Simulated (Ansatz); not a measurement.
Computed with Ansatz on PBE0-D4/def2-TZVP structures; ΔE is electronic, products minus reactants. CCSD(T)/CBS is the MP2 limit (def2-TZVPP, def2-QZVPP) plus CCSD(T) − MP2 in def2-TZVPP, frozen cores. DFT in def2-TZVPP. B3LYP here is the variant with VWN-RPA as its local correlation; programs differ in this. def2 core potentials past Kr. For Ge, In outer-core shells are correlated without core-valence functions, which leaves a few kJ/mol of doubt a bond. Scalar relativity is left out up to krypton. One conformer a species, not always the lowest.

`[SiH3][O][In]([Cl])[O][SiH3]` + `[OH][GeH]([F])[SH]` → `[OH][GeH]([F])[S][SiH3]` + `[OH][In]([Cl])[O][SiH3]`  (ligand exchange at the Si–O bond)

`[SiH3][O][In]([Cl])[O][SiH3]`:

Cartesian coordinates in Å:
```
Si 0.221 2.562 1.129
O 0.037 1.078 0.462
In 1.181 -0.474 0.134
Cl 3.390 -0.504 0.739
O 0.351 -2.009 -0.736
Si -1.149 -2.348 -1.300
H 1.157 3.397 0.326
H -1.108 3.223 1.171
H 0.763 2.465 2.514
H -1.549 -1.391 -2.369
H -2.162 -2.276 -0.211
H -1.132 -3.724 -1.859
```

`[OH][GeH]([F])[SH]`:

```xyz
7

O     1.002    1.205   -0.170
Ge    0.253   -0.273    0.414
F    -0.243   -0.036    2.056
S    -1.655   -0.704   -0.602
H     0.376    1.928   -0.265
H     1.330   -1.353    0.375
H    -1.063   -0.766   -1.808
```

`[OH][GeH]([F])[S][SiH3]`:

Z-matrix (Å, degrees):
```
Ge
F 1 1.739
S 1 2.184 2 111.1
O 1 1.764 2 104.1 3 116.1
H 1 1.529 2 106.5 3 -123.1
Si 3 2.154 1 98.1 2 84.7
H 4 0.962 1 111.8 2 18.8
H 6 1.482 3 110.8 1 -47.4
H 6 1.483 3 103.7 1 -165.5
H 6 1.480 3 111.5 1 76.4
```

`[OH][In]([Cl])[O][SiH3]`:

Z-matrix (Å, degrees):
```
Si
O 1 1.632
H 1 1.487 2 110.4
H 1 1.487 2 110.5 3 120.9
H 1 1.497 2 110.7 3 -119.6
In 2 1.968 1 133.7 3 120.0
Cl 6 2.285 2 118.3 1 -180.0
O 6 1.964 2 118.9 1 -0.1
H 8 0.962 6 111.2 2 0.0
```

```tsv
level	ΔE (kJ/mol)	difference from CCSD(T)/CBS
PBE-D4	21.4	-16.5
r2SCAN-D4	33.1	-4.8
PBE0-D4	27.6	-10.3
B3LYP-D4	39.6	1.7
ωB97M-V	36.2	-1.7
PBE	24.3	-13.6
PBE0	29.9	-8.0
B3LYP	44.5	6.6
HF/def2-TZVPP	64.7	26.8
MP2/def2-TZVPP	39.4	1.5
CCSD/def2-TZVPP	46.6	8.7
HF/def2-QZVPP	67.2	29.3
SCS-MP2/def2-QZVPP	44.6	6.7
HF/CBS(def2)	67.6	29.7
MP2/CBS(def2)	35.0	-2.9
CCSD/CBS(def2)	42.2	4.3
CCSD(T)/CBS	37.9	0
```

Largest T1 diagnostic among the species: 0.015.

From PBE to PBE0 (25 % exact exchange), in def2-TZVPP and without D4, ΔE moves by +5.6 kJ/mol. In def2-TZVPP, CCSD(T) changes the Hartree–Fock value by −22.3 kJ/mol (the triples alone add −4.3 kJ/mol) and MP2 by −25.3 kJ/mol.
